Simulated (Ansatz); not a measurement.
Molecule: CH₃BCl₂O (charge 0, singlet). 
Structure (B3LYP-D3(BJ)/def2-TZVP (Ansatz, a quantum-chemistry and plane-wave program) minimum search):
```xyz
8

B      0.0446     0.1687    -0.0755
Cl     1.1911     1.3242    -0.7458
Cl     0.6274    -1.4195     0.4519
O     -1.2366     0.5251     0.0162
C     -2.2715    -0.3134     0.5397
H     -2.0613    -0.5748     1.5764
H     -2.3585    -1.2245    -0.0517
H     -3.1954     0.2561     0.4811
```

Total electronic energies in hartree. Correlated levels leave the core frozen unless marked. Spin-orbit coupling is left out. No relativistic terms. CBS(X,Y): correlation extrapolated as X^-3; Hartree-Fock from the larger set. [CCSD(T)-MP2]/basis is that difference in the basis named.

| level | program | energy (Eh) |
|---|---|---|
| HF/cc-pV(D+d)Z | Ansatz | -1058.31575 |
| PBE0-D4/def2-TZVP | Ansatz + dftd4 | -1060.13664 |
| PBE0/def2-TZVP | Ansatz | -1060.13078 |
| CAM-B3LYP-D4/def2-TZVPD | Ansatz + dftd4 | -1060.57033 |
| RPA@PBE/cc-pV(Q+d)Z | Ansatz | -1059.91509 |
| CCSD(T)/aug-cc-pV(D+d)Z | Ansatz | -1059.12190 |
| CCSD(T)/cc-pVTZ | Ansatz | -1059.34903 |
| RI-MP2/CBS(aug-cc-pV(T+d)Z,aug-cc-pV(Q+d)Z)+[CCSD(T)-MP2]/aug-cc-pV(D+d)Z | Ansatz | -1059.4876 |
| RI-MP2/CBS(aug-cc-pV(T+d)Z,aug-cc-pV(Q+d)Z)+[CCSD(T)-MP2]/aug-cc-pV(T+d)Z | Ansatz | -1059.5017 |

Totals of different functionals don't rank their quality; only differences between species are comparable.
